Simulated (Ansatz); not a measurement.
Stepwise reaction of `[CH3][Al]([SH])[SH]` with ammonia, as a gas-phase model of exchange steps in deposition or etching. ΔE in kJ/mol.

Gas-phase electronic energies from Ansatz, PBE0-D4/def2-TZVP geometries. CCSD(T)/CBS adds triple-zeta CCSD(T) − MP2 to the extrapolated MP2 energy (def2 sets, frozen cores). This one scheme is used for every species. DFT in def2-TZVPP. B3LYP here is the variant with VWN-RPA as its local correlation; programs differ in this. Each species was taken in one conformer, which may not be the lowest.

| step | reaction | PBE-D4 | B3LYP-D4 | ωB97M-V | CCSD(T)/CBS |
| --- | --- | --- | --- | --- | --- |
| 2 | `[CH3][Al]([NH2])[SH]` + NH₃ → `[CH3][Al]([NH2])[NH2]` + H₂S | 36.3 | 28.3 | 29.5 | 30.7 |

(1) Give the row of step 1, `[CH3][Al]([SH])[SH]` + NH₃ → `[CH3][Al]([NH2])[SH]` + H₂S. (Best estimate.)

(2) By hand: ΔE of the 2 steps together at CCSD(T)/CBS.

Results:

(1) Ansatz gave: 
| step | reaction | PBE-D4 | B3LYP-D4 | ωB97M-V | CCSD(T)/CBS |
| --- | --- | --- | --- | --- | --- |
| 1 | `[CH3][Al]([SH])[SH]` + NH₃ → `[CH3][Al]([NH2])[SH]` + H₂S | 31.8 | 23.2 | 24.1 | 26.2 |

(2) (26.2) + (30.7) = 56.9 kJ/mol, or 28.4 kJ/mol a step.

In ΔE the steps differ by no more than 4.5 kJ/mol. All are uphill at CCSD(T)/CBS. PBE-D4 differs from CCSD(T)/CBS by 5.6 to 5.6 kJ/mol a step. Isolated molecules leave out the surface, adducts and barriers. Largest T1 diagnostic: 0.011.
